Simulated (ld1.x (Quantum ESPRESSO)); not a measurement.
Transferability test, RRKJ potential for cadmium (Cd)

```json
{
 "Element": "Cd (Z = 48)",
 "Generator": "ld1.x (Quantum ESPRESSO) 7.5",
 "Type": "norm-conserving RRKJ (Kleinman–Bylander form)",
 "Functional": "PBE",
 "Relativity": "fully relativistic",
 "Frozen core": "[Kr]",
 "Valence charge": "12",
 "Reference configuration": "4d10 5s1.5 5p0.5",
 "Partial waves": "5s (bound): rc 2.25 bohr; 4d (bound): rc 1.30 bohr; 5p (bound): rc 2.80 bohr",
 "Local potential": "the p channel",
 "Core correction": "Bessel-smoothed model core, default radius (core density twice the valence density)",
 "rho0": "0.01"
}
```

Open shells are filled in proportion to 2j + 1 (rel_dist='average').

Energies are relative to the spin-unpolarised reference configuration 4d10 5s1.5 5p0.5; without spin polarisation the order of configurations can differ from experiment. The p channel is local and has no spin–orbit splitting in the pseudo-atom.

```json
{"valence configuration": "4d10 5s2 5p0", "charge": "0", "ΔE all-electron (eV)": "-2.281", "error AE − PS (meV)": "+1.7"}
{"valence configuration": "4d10 5s1 5p0", "charge": "+1", "ΔE all-electron (eV)": "6.992", "error AE − PS (meV)": "+0.3"}
{"valence configuration": "4d10 5s0 5p0", "charge": "+2", "ΔE all-electron (eV)": "24.119", "error AE − PS (meV)": "-28"}
{"valence configuration": "4d9 5s0 5p0", "charge": "+3", "ΔE all-electron (eV)": "62.126", "error AE − PS (meV)": "-302"}
{"valence configuration": "4d10 5s1 5p1", "charge": "0", "ΔE all-electron (eV)": "2.378", "error AE − PS (meV)": "-2.6"}
```

Task: What are ΔE and the potential's error for 4d10 5s0 5p2?

Result: ΔE = 7.374 eV all-electron; the error (AE − PS) is -11 meV.

Task: What are ΔE and the potential's error for 4d9 5s2 5p0?

Result: ΔE = 15.694 eV all-electron; the error (AE − PS) is -181 meV.
